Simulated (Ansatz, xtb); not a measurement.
Ranking isomers of ClH2O2Si2

6 gas-phase structures of ClH2O2Si2, found in a search over its isomers (lower ones may exist). Each was relaxed with GFN2-xTB; where two conformers were screened, the lower at r2SCAN-D4/def2-SVP//GFN2-xTB is listed:

A. `O=[SiH]O[SiH]Cl`, a doublet
B. a doublet given by its coordinates
C. `O=[Si]O[SiH2]Cl`, a doublet
D. a doublet given by its coordinates
E. `O=[Si](Cl)O[SiH2]`, a doublet
F. `O=[Si][Si@H](O)Cl`, a doublet

B (Å):

```xyz
7

Cl    1.2859   -0.3563   -2.2154
O    -1.4375    0.4751   -1.1553
O    -0.0385   -0.2975    0.5185
Si    0.1966    0.5853   -0.8693
Si   -1.7075   -0.3989    0.2652
H     0.5805    1.9388   -0.5674
H    -2.3711    0.4643    1.2220
```

Close contacts (Å): Cl1–Si4 1.97, O2–Si4 1.66, O2–Si5 1.69, O3–Si4 1.66, O3–Si5 1.69, Si4–Si5 2.43, Si4–H6 1.44, Si5–H7 1.45.

D (Å):

```yaml
atoms:
  - { symbol: Cl, position_ang: [-1.8156, 1.3358, 2.3527] }
  - { symbol: O, position_ang: [-0.8206, 1.6535, -0.5129] }
  - { symbol: O, position_ang: [-3.1251, 1.8061, -0.3624] }
  - { symbol: Si, position_ang: [-1.8658, 2.3131, 0.6239] }
  - { symbol: Si, position_ang: [-2.0802, 1.1546, -1.4954] }
  - { symbol: H, position_ang: [-2.1743, -0.2854, -1.5007] }
  - { symbol: H, position_ang: [-2.1104, 1.9318, -2.7078] }
```

Close contacts (Å): Cl1–Si4 1.99, O2–Si4 1.68, O2–Si5 1.67, O3–Si4 1.68, O3–Si5 1.67, Si4–Si5 2.42, Si5–H6 1.44, Si5–H7 1.44.

Problem. Which do you expect lowest at r2SCAN-D4/def2-SVP//GFN2-xTB, and how would the others follow?

Solution. Calculated order at r2SCAN-D4/def2-SVP//GFN2-xTB: B (0.0), D (0.7), C (29.0), A (35.3), E (38.3), F (54.5) kcal/mol. Less than 1 kcal/mol parts B and D, so the order within that pair means little.

Energies above the lowest of each column, in kcal/mol; the last columns are at r2SCAN-D4/def2-SVP geometries and were run for some of them only (a dash: not run or not comparable):

```json
{"structure": "B", "GFN2-xTB": "8.2", "HF/STO-3G": "4.4", "r2SCAN-D4/def2-SVP//GFN2-xTB": "0.0", "r2SCAN-D4/def2-SVP": "0.0", "CCSD(T)/def2-SVP + ΔMP2/def2-TZVPP": "0.0"}
{"structure": "D", "GFN2-xTB": "9.3", "HF/STO-3G": "0.0", "r2SCAN-D4/def2-SVP//GFN2-xTB": "0.7", "r2SCAN-D4/def2-SVP": "0.5", "CCSD(T)/def2-SVP + ΔMP2/def2-TZVPP": "0.8"}
{"structure": "C", "GFN2-xTB": "5.8", "HF/STO-3G": "42.1", "r2SCAN-D4/def2-SVP//GFN2-xTB": "29.0", "r2SCAN-D4/def2-SVP": "–", "CCSD(T)/def2-SVP + ΔMP2/def2-TZVPP": "–"}
{"structure": "A", "GFN2-xTB": "0.0", "HF/STO-3G": "65.6", "r2SCAN-D4/def2-SVP//GFN2-xTB": "35.3", "r2SCAN-D4/def2-SVP": "–", "CCSD(T)/def2-SVP + ΔMP2/def2-TZVPP": "–"}
{"structure": "E", "GFN2-xTB": "8.9", "HF/STO-3G": "72.5", "r2SCAN-D4/def2-SVP//GFN2-xTB": "38.3", "r2SCAN-D4/def2-SVP": "–", "CCSD(T)/def2-SVP + ΔMP2/def2-TZVPP": "–"}
{"structure": "F", "GFN2-xTB": "28.0", "HF/STO-3G": "57.8", "r2SCAN-D4/def2-SVP//GFN2-xTB": "54.5", "r2SCAN-D4/def2-SVP": "–", "CCSD(T)/def2-SVP + ΔMP2/def2-TZVPP": "–"}
```

CCSD(T)/def2-SVP + ΔMP2/def2-TZVPP puts B lowest of those it was run on, with D within 1 kcal/mol; GFN2-xTB picks A. Some further structures that were screened fall inside this span and aren't listed. Flexible structures stand in one conformer each, not always the lowest. Frequencies (r2SCAN-D4/def2-SVP) were run for B, D alone. Open shells are spin-unrestricted, some with notable spin contamination. ΔMP2 is the change of the MP2 energy from the smaller to the larger basis.

Over these structures GFN2-xTB departs from r2SCAN-D4/def2-SVP//GFN2-xTB by 16.4 kcal/mol on average once a common shift is removed. A GFN2-xTB relaxation took about 0.21 s and the r2SCAN-D4/def2-SVP//GFN2-xTB energy about 3.6 s on a shared host (Ansatz 0.2.0, xtb 6.7.1).
